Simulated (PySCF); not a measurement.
# CdH: from constants to spectrum

PBE0 constants of CdH, ²Σ⁺ (doublet), unpaired electrons σ ↑ (Cd cc-pVDZ-PP with ECP28, H cc-pVDZ; scalar-relativistic core potentials (PySCF 2.14); masses 113.9034 and 1.0078 u):

```
ωe              : 1441.6 cm⁻¹
ωexe            : 50.1 cm⁻¹
Be              : 5.4226 cm⁻¹
αe              : 0.236 cm⁻¹
D (centrifugal) : 0.000307 cm⁻¹
De to Cd + H    : 0.82 eV
```

Problem. Give the vibrational terms G(v) and spacings up to v = 3.

Solution. G(v) = ωe(v+½) − ωexe(v+½)².

| v | G(v) (cm⁻¹) | G(v) − G(v−1) | Bv (cm⁻¹) |
| --- | --- | --- | --- |
| 0 | 708 |  | 5.305 |
| 1 | 2050 | 1341 | 5.069 |
| 2 | 3291 | 1241 | 4.833 |
| 3 | 4432 | 1141 | 4.597 |

Problem. How well does the Morse estimate ωe²/(4ωexe) reproduce De, and what is D0?

Solution. It gives 1.29 eV, 157 % of the computed De. D0 = De − G(0) = 0.82 − 0.09 = 0.73 eV.

Spin–orbit coupling is left out. The state was picked by a PBE0 search and need not be the measured ground state.
